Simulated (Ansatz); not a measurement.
Born–Oppenheimer molecular dynamics of ClH8N2OPZr (14 atoms, charge 0, multiplicity 1). It starts at the highest image of a converged band, a first-order saddle point between two minima.

Level of theory: Ansatz, RKS PBE/def2-SVP.

* ensemble: NVE (velocity Verlet)
* time step: 0.5 fs
* steps asked: 200
* starting velocities drawn for: 300 K
* seed: 10500

First frame:

```xyz
14
Properties=species:S:1:pos:R:3
Zr 0.397 0.137 0.061
N 0.189 -0.137 2.221
H -0.684 -0.090 2.762
H 0.897 -0.617 2.792
O 2.153 -0.618 -0.206
H 2.689 -1.316 -0.613
Cl -0.268 1.537 -1.788
N -1.063 -1.205 -0.397
H -1.249 -2.076 0.114
H -1.691 -1.149 -1.207
P 0.998 2.802 1.557
H 1.886 2.542 0.447
H -0.111 3.140 0.704
H 0.579 1.200 2.077
```

Problem. What does the run give?

Solution. The run went to its last step.

| Quantity | Value |
| --- | --- |
| steps done | 200 |
| time covered | 100 fs |
| mean temperature over the second half | 456 K |
| spread of the potential energy over the second half | 7.9 meV per atom |
| mean potential energy of the second half above the start | -17.2 meV per atom |

The conserved energy stayed within 0.15 meV per atom of its start (net change 0.024 meV per atom), so the integration is sound. The kinetic energy rose, since the run started high on the potential surface and went downhill. It ends in pieces (ClH5N2OZr + H3P), so much of that is their flight and rotation, not heat. A run of 0.1 ps of so small a system gives no equilibrium averages. The orbitals stay closed-shell, which can raise the energy where a bond breaks towards radicals; this wasn't checked here.

Problem. What happens to the structure?

Solution. Between its relaxed ends the band would form Zr1–P11, N2–H14 and break P11–H14. These pairs go: Zr1–P11 3.11 → 4.12 Å, N2–H14 1.40 → 3.32 Å, P11–H14 1.74 → 1.45 Å. In the last frame they stand as before the step (other bonds may differ from the relaxed reactants and products). Also parted: Zr1–H14 2.29 → 3.51 Å. It ends as ClH5N2OZr + H3P. Pairs count as bonded within 1.25 times the sum of covalent radii (0.12 Å more for H–H). Another seed would give other details.

Problem. How do temperature and energy run in time?

Solution. 
```
time (fs)  T (K)  potential energy less start (eV)  conserved less start (meV/atom)
        0    300                             0.000                             0.00
        3    242                             0.092                             0.12
        6    250                             0.079                             0.08
        9    249                             0.079                             0.02
       12    200                             0.156                             0.12
       15    258                             0.066                             0.07
       18    271                             0.045                             0.05
       21    258                             0.066                             0.08
       24    264                             0.057                             0.11
       27    342                            -0.065                             0.03
       30    334                            -0.052                             0.07
       33    338                            -0.058                             0.08
       36    328                            -0.043                             0.05
       39    278                             0.035                             0.08
       42    324                            -0.037                             0.06
       45    310                            -0.013                             0.10
       48    361                            -0.095                             0.01
       51    334                            -0.052                             0.08
       54    305                            -0.006                             0.12
       57    408                            -0.168                            -0.02
       60    372                            -0.111                             0.10
       63    414                            -0.175                             0.06
       66    419                            -0.185                             0.02
       69    403                            -0.158                             0.09
       72    475                            -0.270                             0.05
       75    475                            -0.271                             0.06
       78    535                            -0.365                             0.02
       81    485                            -0.286                             0.10
       84    500                            -0.309                             0.05
       87    531                            -0.358                             0.01
       90    487                            -0.288                             0.11
       93    557                            -0.398                             0.01
       96    514                            -0.331                             0.06
       99    543                            -0.376                             0.08
```

The run took 8 min on 4 threads of Arm Neoverse V2, with other jobs on the host, peak memory 0.23 GiB.
